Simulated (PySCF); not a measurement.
**CoO₂F, quintet: computed properties**

Level of theory: UPBE0/[Co def2-TZVP, O def2-TZVP, F def2-TZVP], no relativity, density fitting, PySCF.

The structure is a minimum.

Z-matrix (Å, degrees; charge 0 multiplicity 5):
```
Co
O  1 1.6349
O  1 1.6335 2 86.98
F  1 1.7205 2 147.93 3 180.00
```

```
Point group                                                                   : Cs
Bond lengths                                                                  : Co–F 1.720 Å, Co–O 1.634 Å (×2)
Bond angles                                                                   : F–Co–O 125.1°, F–Co–O 147.9°, O–Co–O 87.0°
Atomisation energy without zero-point energy                                  : 997 kJ/mol
Heat capacity Cp at 298.15 K                                                  : 66.3 J/(mol K)
Rotational constants                                                          : 0.4203, 0.1671, 0.1196 cm⁻¹
Spin squared ⟨S²⟩                                                             : 6.040
Lowest empty level (β)                                                        : -5.48 eV
Highest occupied level (β)                                                    : -9.83 eV
Principal polarisabilities                                                    : 19.5, 38.4, 43.1 bohr³
Entropy at 298.15 K and 1 bar (electronic part: spin only)                    : 323.8 J/(mol K)
Zero-point energy                                                             : 16.3 kJ/mol
Dipole moment                                                                 : 0.63 D
Principal quadrupole moments (Buckingham, traceless) about the centre of mass : -7.06, 2.56, 4.50 D Å
Enthalpy at 298.15 K above 0 K                                                : 15.66 kJ/mol
Rotational symmetry number                                                    : 1
```

Harmonic modes (masses in u: Co 58.933, O 15.995, F 18.998):
```
symmetry  ω (cm⁻¹)  IR (km/mol)     type
      a'        54         15.1     bend
     a''       177         27.3     bend
      a'       289          1.9     bend
      a'       597          0.3  stretch
      a'       680         69.1  stretch
      a'       934         72.3  stretch
```

Charges (e):
| atom | Mulliken | Löwdin | polar tensor | spin (Mulliken) | Mayer order to Co1 |
| --- | --- | --- | --- | --- | --- |
| Co1 | 1.01 | 0.36 | 1.07 | 1.87 | – |
| O2 | -0.28 | -0.07 | -0.23 | 1.00 | 1.44 |
| O3 | -0.26 | -0.04 | -0.19 | 1.01 | 1.49 |
| F4 | -0.47 | -0.25 | -0.66 | 0.12 | 0.82 |

Mulliken populations on Co1: s 6.46, p 12.29, d 7.24, f 0.00.

Outer orbital energies (eV). α occupied: -12.85, -12.29, -12.29, -11.43, -10.88, -10.75, -10.55, -10.52; empty: -5.07, -0.22, 2.59, 4.12. β occupied: -13.32, -12.32, -12.03, -11.59, -11.09, -10.87, -10.48, -9.83; empty: -5.48, -4.67, -4.19, -4.18.

Formally Co is in oxidation state +5, d4, with 4 unpaired electrons (the high-spin count). The Mulliken spin on Co is 1.87, so most of the spin sits on the ligands and the formal count fails. The polar-tensor charge on Co, 1.07, is far below the formal one.

This need not be the most stable arrangement of these atoms. Open d and f shells are described by one determinant, and the ground state may have another occupation or spin.

The final relaxation and frequency run took 5.8 min on 4 threads of a shared Arm Neoverse V1 host, with 138 basis functions and 25 gradients; the process peaked at 1.6 GiB.
